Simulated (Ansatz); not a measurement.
## A basis-limit estimate, worked out

An elementary step of Si2H6ClF, singlet (Si₂H₅Cl ([SiH3][SiH2][Cl]) + HF → SiH₂ClF ([F][SiH2][Cl]) + SiH₄; bonds formed: Si1–F7, Si2–H6; bonds broken: Si1–Si2, H6–F7). “Start” is the structure reached by relaxing down from the saddle towards the reactants; PBE0-D4/def2-TZVP structures. The saddle:

| atom | x (Å) | y (Å) | z (Å) |
| --- | --- | --- | --- |
| Si1 | 0.1189 | -1.1196 | -0.4994 |
| Si2 | -0.2886 | 1.2793 | 0.4329 |
| H3 | -0.4875 | -2.2527 | 0.2147 |
| H4 | 1.1282 | -1.2901 | -1.5549 |
| Cl5 | -1.5364 | -0.5446 | -1.6966 |
| H6 | 0.8328 | -0.0880 | 0.7076 |
| F7 | 1.5337 | -1.0809 | 0.8079 |
| H8 | 0.5169 | 1.9121 | 1.5188 |
| H9 | -0.1302 | 2.0557 | -0.8137 |
| H10 | -1.6876 | 1.1286 | 0.8827 |

Ansatz 0.2.0; basis: def2-TZVPP and def2-QZVPP; cores frozen in the correlated methods.

Energies in eV:

| quantity | saddle | start |
| --- | --- | --- |
| Hartree–Fock, triple zeta (X = 3) | -31030.00379 | -31032.35438 |
| Hartree–Fock, quadruple zeta (X = 4) | -31030.97692 | -31033.31913 |
| MP2 correlation, X = 3 | -20.32508 | -19.53590 |
| MP2 correlation, X = 4 | -22.11700 | -21.31191 |
| CCSD(T) correlation, X = 3 | -22.54794 | -21.85612 |

**Question.** Work out the barrier at the basis limit: extrapolate Hartree–Fock as E(X) = E∞ + A exp(−7.88 √X) and the MP2 correlation as E(X) = E∞ + B X^−2.97 (the exponents that Neese and Valeev fitted for def2-TZVPP and QZVPP), then add CCSD(T) − MP2 in triple zeta.

**Answer.** Each step is linear, so take the differences first (saddle − start): Hartree–Fock 2.35059 (X = 3) and 2.34221 (X = 4); MP2 correlation -0.78918 and -0.80509; CCSD(T) correlation -0.69182.
Two points give E∞ = E(4) + w [E(4) − E(3)], with w = 1/(exp(7.88 (2 − √3)) − 1) = 0.1377 for Hartree–Fock and w = 1/((4/3)^2.97 − 1) = 0.7407 for the correlation.
Hartree–Fock: 2.34221 + 0.1377 × (-0.00838) = 2.3411 eV.
MP2 correlation: -0.80509 + 0.7407 × (-0.01591) = -0.8169 eV.
CCSD(T) − MP2: -0.69182 − (-0.78918) = 0.0974 eV.
Sum: 2.3411 + (-0.8169) + 0.0974 = 1.6216 eV, or 37.39 kcal/mol. Plain CCSD(T) in triple zeta gives 1.6588 eV, so the larger basis shifts the result by -0.0372 eV.

The T1 diagnostic stays at or below 0.013.

Labels in which every atom is bracketed show which atoms are joined, not bond orders.

For scale, one of the runs: CCSD(T)/def2-TZVPP, 241 basis functions, launched by `ansatz run in.yaml --threads 4 --pin off --events-out ev --progress --plain --max-ram 9574MiB`. The run took 98 s on 4 CPU threads of an Arm Neoverse V1 (shared host), with 4.3 GiB of host memory at its peak.
